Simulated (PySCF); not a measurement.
## Two-component Hartree-Fock for Kr⁺ (krypton, charge +1)

Start: [Ar] 3d10 4s2 4p5; 4p1/2 filled at m_j = +1/2; 4p3/2 filled at m_j = -3/2, -1/2, +1/2, +3/2. Calculated with PySCF 2.14 in x2c-SVPall-2c with one added diffuse shell each of s, p, d type (6s7p4d, 47 functions): generalised Hartree-Fock with the X2C-1e Hamiltonian and a Gaussian nucleus; one run each with spin-orbit coupling (SO) screened by Boettger's factors, then bare. This is a chosen level, not necessarily the ground level.

```json
{"spinor shell": "1s1/2", "electrons": "2", "ε, screened SO (eV)": "-14411.7", "ε, bare SO (eV)": "-14411.7", "weight of nominal j (bare SO)": "1.000", "rms radius, bare SO (bohr)": "0.0478"}
{"spinor shell": "2s1/2", "electrons": "2", "ε, screened SO (eV)": "-1971.8", "ε, bare SO (eV)": "-1971.8", "weight of nominal j (bare SO)": "1.000", "rms radius, bare SO (bohr)": "0.199"}
{"spinor shell": "2p1/2", "electrons": "2", "ε, screened SO (eV)": "-1777.0", "ε, bare SO (eV)": "-1779.2", "weight of nominal j (bare SO)": "1.000", "rms radius, bare SO (bohr)": "0.174"}
{"spinor shell": "2p3/2", "electrons": "4", "ε, screened SO (eV)": "-1722.3", "ε, bare SO (eV)": "-1721.2", "weight of nominal j (bare SO)": "1.000", "rms radius, bare SO (bohr)": "0.178"}
{"spinor shell": "3s1/2", "electrons": "2", "ε, screened SO (eV)": "-317.41", "ε, bare SO (eV)": "-317.41", "weight of nominal j (bare SO)": "1.000", "rms radius, bare SO (bohr)": "0.565"}
{"spinor shell": "3p1/2", "electrons": "2", "ε, screened SO (eV)": "-246.59", "ε, bare SO (eV)": "-246.96", "weight of nominal j (bare SO)": "1.000", "rms radius, bare SO (bohr)": "0.575"}
{"spinor shell": "3d3/2", "electrons": "4", "ε, screened SO (eV)": "-114.97", "ε, bare SO (eV)": "-115.29", "weight of nominal j (bare SO)": "1.000", "rms radius, bare SO (bohr)": "0.609"}
{"spinor shell": "3d5/2", "electrons": "6", "ε, screened SO (eV)": "-113.70", "ε, bare SO (eV)": "-113.50", "weight of nominal j (bare SO)": "1.000", "rms radius, bare SO (bohr)": "0.615"}
{"spinor shell": "4s1/2", "electrons": "2", "ε, screened SO (eV)": "-42.871", "ε, bare SO (eV)": "-42.875", "weight of nominal j (bare SO)": "0.999", "rms radius, bare SO (bohr)": "1.67"}
{"spinor shell": "4p1/2", "electrons": "1", "ε, screened SO (eV)": "-26.426", "ε, bare SO (eV)": "-26.463", "weight of nominal j (bare SO)": "0.994", "rms radius, bare SO (bohr)": "1.95"}
{"spinor shell": "4p3/2", "electrons": "4", "ε, screened SO (eV)": "-24.643", "ε, bare SO (eV)": "-24.632", "weight of nominal j (bare SO)": "0.995", "rms radius, bare SO (bohr)": "2.00"}
```

Where does 3p3/2 lie, and what is the 3p spin-orbit splitting (bare SO)?

At -238.17 eV, 8.787 eV above 3p1/2.

```tsv
quantity	screened SO	bare SO
E (hartree)	-2787.29111	-2787.30815
M_J	1/2	1/2
⟨J²⟩	0.802	0.797
⟨L²⟩	2.019	2.020
⟨S²⟩	0.760	0.760
```

Each row is a mean over spinors that exchange with the open shell spreads, by up to 1.823 eV (4s1/2).
